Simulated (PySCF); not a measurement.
Radial density of Sb (antimony, neutral)

BHandHLYP, [Kr] 4d10 5s2 5p2 5d1, one real determinant (an excited configuration). Calculation: PySCF 2.14, in aug-cc-pVTZ-PP with one added diffuse shell each of d, f type with ECP28MDF (6s5p5d3f, 67 functions); scalar relativity through the core potential. This is the valence pseudo-density: the core potential removes the inner electrons and smooths the orbitals near the nucleus.

```tsv
r (bohr)	4πr²ρ (e/bohr)	4πr²(ρα − ρβ)
0.00430	2.593e-05	0.0000
0.00723	6.801e-05	0.0000
0.0122	0.0001594	0.0000
0.0204	0.0003109	0.0000
0.0344	0.0005276	0.0000
0.0578	0.0008641	0.0000
0.0973	0.003339	0.0000
0.164	0.03447	0.0001
0.275	0.5483	0.0031
0.463	8.224	0.0728
0.779	24.63	0.1062
1.31	8.933	0.1686
2.20	2.535	0.9841
3.71	0.6036	0.4516
6.23	0.1515	0.1501
10.5	0.06269	0.0627
17.6	0.0004934	0.0005
```

⟨L²⟩ = 7.96 against 12 for a pure F term, so this real determinant mixes terms. Energies and moments cover only the electrons outside the core potential. The outer electron is Rydberg-like, and this basis confines it to a smaller radius and binds it less than a complete one would.
